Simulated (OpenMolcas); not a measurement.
## Computed transition rates of Co

```yaml
Program: OpenMolcas 26.06
Method: CASSCF
Basis: ANO-RCC-VTZP [6s5p3d2f1g]
Scalar_Hamiltonian: DKH2, point nucleus
Active_space: 9 electrons in 6 orbitals (3d 4s)
State_averaging: 2S+1 = 4 even, 20 roots; 2S+1 = 2 even, 40 roots kept (CI in the orbitals of an earlier block)
Spin-orbit_coupling: RASSI with atomic mean-field integrals over the reference wave functions, term energies averaged over their components
```

Rates come from the transition moments of the reference wave functions (E1 and E2 in the length form). At fixed line strength A goes as λ^-3 for E1 and M1 and as λ^-5 for E2, so a rate at the computed wavelength can be rescaled to the measured one. Measured vacuum wavelengths follow from level energies in NIST Handbook of Basic Atomic Spectroscopic Data. Branching counts decays inside the model space alone, at computed energies, and the table is only a selection of the E2 and M1 lines, drawn from those between levels with measured partners whose computed energy lies within a factor of 1.5 of the measured one.

```json
{"Upper": "3d⁷ 4s² ⁴P_5/2", "Lower": "3d⁷ 4s² ⁴F_9/2", "Type": "E2", "λ computed (nm)": "560.7", "λ measured (nm)": "724.9", "A computed (s-1)": "1.62e-01", "A rescaled (s-1)": "4.49e-02", "Branching %": "75.5"}
{"Upper": "3d⁷ 4s² ⁴P_1/2", "Lower": "3d⁷ 4s² ⁴F_3/2", "Type": "E2", "λ computed (nm)": "598.3", "λ measured (nm)": "794.3", "A computed (s-1)": "9.82e-02", "A rescaled (s-1)": "2.38e-02", "Branching %": "56.7"}
{"Upper": "3d⁷ 4s² ⁴P_3/2", "Lower": "3d⁷ 4s² ⁴F_7/2", "Type": "E2", "λ computed (nm)": "577.4", "λ measured (nm)": "756.4", "A computed (s-1)": "9.78e-02", "A rescaled (s-1)": "2.53e-02", "Branching %": "55.6"}
{"Upper": "3d⁷ 4s² ⁴P_1/2", "Lower": "3d⁷ 4s² ⁴F_5/2", "Type": "E2", "λ computed (nm)": "584.6", "λ measured (nm)": "769.7", "A computed (s-1)": "7.25e-02", "A rescaled (s-1)": "1.83e-02", "Branching %": "41.9"}
{"Upper": "3d⁷ 4s² ⁴P_3/2", "Lower": "3d⁷ 4s² ⁴F_5/2", "Type": "E2", "λ computed (nm)": "597.1", "λ measured (nm)": "791.8", "A computed (s-1)": "5.97e-02", "A rescaled (s-1)": "1.46e-02", "Branching %": "33.9"}
{"Upper": "3d⁸ 4s ²F_7/2", "Lower": "3d⁸ 4s ⁴F_9/2", "Type": "M1", "λ computed (nm)": "1752", "λ measured (nm)": "2525", "A computed (s-1)": "4.71e-02", "A rescaled (s-1)": "", "Branching %": "73.6"}
{"Upper": "3d⁷ 4s² ⁴P_5/2", "Lower": "3d⁷ 4s² ⁴F_7/2", "Type": "E2", "λ computed (nm)": "586.1", "λ measured (nm)": "770.4", "A computed (s-1)": "4.16e-02", "A rescaled (s-1)": "1.06e-02", "Branching %": "19.4"}
{"Upper": "3d⁸ 4s ²F_5/2", "Lower": "3d⁸ 4s ²F_7/2", "Type": "M1", "λ computed (nm)": "9022", "λ measured (nm)": "9819", "A computed (s-1)": "2.12e-02", "A rescaled (s-1)": "1.64e-02", "Branching %": "38.8"}
{"Upper": "3d⁷ 4s² ⁴P_3/2", "Lower": "3d⁷ 4s² ⁴F_3/2", "Type": "E2", "λ computed (nm)": "611.3", "λ measured (nm)": "817.9", "A computed (s-1)": "1.75e-02", "A rescaled (s-1)": "4.08e-03", "Branching %": "9.9"}
{"Upper": "3d⁷ 4s² ⁴F_7/2", "Lower": "3d⁷ 4s² ⁴F_9/2", "Type": "M1", "λ computed (nm)": "12950", "λ measured (nm)": "12250", "A computed (s-1)": "1.56e-02", "A rescaled (s-1)": "1.84e-02", "Branching %": "100.0"}
{"Upper": "3d⁸ 4s ⁴F_7/2", "Lower": "3d⁸ 4s ⁴F_9/2", "Type": "M1", "λ computed (nm)": "14100", "λ measured (nm)": "15150", "A computed (s-1)": "1.20e-02", "A rescaled (s-1)": "9.67e-03", "Branching %": "10.9"}
{"Upper": "3d⁸ 4s ⁴F_5/2", "Lower": "3d⁸ 4s ⁴F_7/2", "Type": "M1", "λ computed (nm)": "17290", "λ measured (nm)": "18260", "A computed (s-1)": "1.12e-02", "A rescaled (s-1)": "9.51e-03", "Branching %": "9.7"}
{"Upper": "3d⁷ 4s² ⁴F_5/2", "Lower": "3d⁷ 4s² ⁴F_7/2", "Type": "M1", "λ computed (nm)": "17560", "λ measured (nm)": "16920", "A computed (s-1)": "1.07e-02", "A rescaled (s-1)": "1.20e-02", "Branching %": "100.0"}
{"Upper": "3d⁸ 4s ²F_5/2", "Lower": "3d⁸ 4s ⁴F_5/2", "Type": "M1", "λ computed (nm)": "1808", "λ measured (nm)": "2652", "A computed (s-1)": "5.01e-03", "A rescaled (s-1)": "", "Branching %": "9.2"}
{"Upper": "3d⁸ 4s ⁴F_3/2", "Lower": "3d⁸ 4s ⁴F_5/2", "Type": "M1", "λ computed (nm)": "24130", "λ measured (nm)": "25930", "A computed (s-1)": "4.60e-03", "A rescaled (s-1)": "3.71e-03", "Branching %": "4.1"}
{"Upper": "3d⁷ 4s² ⁴F_3/2", "Lower": "3d⁷ 4s² ⁴F_5/2", "Type": "M1", "λ computed (nm)": "25600", "λ measured (nm)": "24850", "A computed (s-1)": "3.87e-03", "A rescaled (s-1)": "4.23e-03", "Branching %": "100.0"}
{"Upper": "3d⁸ 4s ²F_5/2", "Lower": "3d⁸ 4s ⁴F_7/2", "Type": "M1", "λ computed (nm)": "1637", "λ measured (nm)": "2316", "A computed (s-1)": "3.71e-03", "A rescaled (s-1)": "", "Branching %": "6.8"}
```

Spin-changing lines and M1 lines between different terms are not rescaled, since their strength hangs on the term gaps too.

The largest correction is for 3d⁷ 4s² ⁴P_3/2 → 3d⁷ 4s² ⁴F_3/2 (E2): 1.75e-02 × (611.3 / 817.9)^5 = 4.08e-03 s-1, a factor of 0.23.

The computed rate and branching of 3d⁷ 4s² ⁴F_7/2 → 3d⁷ 4s² ⁴F_9/2 give the upper level a radiative lifetime of 1.000 / 1.56e-02 s-1 = 6.41e+01 s, counting decays inside the model space alone. The rescaled rate gives about 5.4e+01 s.

The computed order of these levels differs from the measured one in 2 places, and where term gaps are wrong the rates of spin-changing lines can be off by large factors.

No measured rate stands beside these. Rescaling mends the energy factor alone: line strengths can still be far off where a level mixes with configurations outside the active space, and weak or spin-changing lines hang on small mixing coefficients that depend on the term gaps too, so rescaling need not improve them.

Without dynamic correlation excited terms often stand tens of per cent too high (terms of higher spin than the ground term too low), and those without a measured partner can miss by more than the paired ones. Terms from blocks run as CI alone lack orbitals of their own. A single d shell beside an s shell can misplace configurations of different d count against each other. Computed and measured levels are paired by configuration, term and J; levels that our copy of the source lacks, or whose pairing is in doubt (as where it misses far off the trend of its configuration), stay unpaired. Levels of configurations outside the active space are missing.
